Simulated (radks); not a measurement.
Polarisability of the cerium ion Ce3+, [Xe] 4f1, at imaginary frequency. Calculated with a radial shooting solver on a logarithmic mesh with Libxc functionals: scalar-relativistic Kohn-Sham, LB94 model potential, spin-polarised, spherical densities, finite nucleus; open shells are filled with parallel spins first (spin-orbit coupling, left out, can overturn this in heavy ions); Fermi nuclear charge, rms radius 4.8771 fm. Response by self-consistent Sternheimer equations with the Hartree and adiabatic LDA kernel, the relativistic mass of each level held fixed and spin-orbit coupling left out.

w (hartree)  alpha1(iw) (bohr^3)
0.00266                    7.497
0.0143                     7.495
0.0360                     7.485
0.0697                     7.452
0.118                      7.372
0.186                      7.209
0.280                      6.908
0.413                      6.392
0.605                      5.566
0.892                      4.393
1.35                       3.025
2.12                       1.780
3.59                      0.8857
6.94                      0.3410
17.5                     0.07719

Static values: alpha1 = 7.497 bohr^3 (1.111 angstrom^3; uncoupled 13.04). C6 = 46.77, triple-dipole C9 = 250.1 atomic units. One-pole (London) frequency 4 C6 / (3 alpha1^2) = 1.109 hartree, against 1.390 for minus the highest occupied eigenvalue.
